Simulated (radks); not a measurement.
Results of a calculation; reference values are marked as such.
Effect of the nuclear size on neutral manganese, [Ar] 3d5 4s2. Code: a radial shooting solver on a logarithmic mesh with Libxc functionals. Model: Dirac Kohn-Sham, PBE, spin-unpolarised, spherical densities, finite nucleus; open shells fill j = l - 1/2 first; Fermi nuclear charge, rms radius 3.7057 fm. The rms radius is varied about that value; shifts are against it.

rms radius (fm) = 3.324: total energy shift (eV) -0.0179; density at nucleus (e/bohr^3) 1.323e+04; 1s1/2 shift (meV) -7.57; 2s1/2 shift (meV) -0.670; 2p1/2 shift (meV) 0.076; 3s1/2 shift (meV) -0.092
rms radius (fm) = 3.3796: total energy shift (eV) -0.0154; density at nucleus (e/bohr^3) 1.322e+04; 1s1/2 shift (meV) -6.52; 2s1/2 shift (meV) -0.577; 2p1/2 shift (meV) 0.065; 3s1/2 shift (meV) -0.079
rms radius (fm) = 3.7057: total energy shift (eV) 0; density at nucleus (e/bohr^3) 1.317e+04; 1s1/2 shift (meV) 0.000; 2s1/2 shift (meV) 0.000; 2p1/2 shift (meV) 0.000; 3s1/2 shift (meV) 0.000
rms radius (fm) = 3.9947: total energy shift (eV) 0.0148; density at nucleus (e/bohr^3) 1.313e+04; 1s1/2 shift (meV) 6.26; 2s1/2 shift (meV) 0.554; 2p1/2 shift (meV) -0.063; 3s1/2 shift (meV) 0.076
rms radius (fm) = 4.1133: total energy shift (eV) 0.0211; density at nucleus (e/bohr^3) 1.312e+04; 1s1/2 shift (meV) 8.95; 2s1/2 shift (meV) 0.793; 2p1/2 shift (meV) -0.089; 3s1/2 shift (meV) 0.109

Slopes of the eigenvalues against <r^2> in GHz/fm^2, as finite differences over the two radii next to the reference (eigenvalue slopes, not the field-shift constants of lines): 1s1/2 681, 2s1/2 60.3, 2p1/2 -6.81, 3s1/2 8.29.
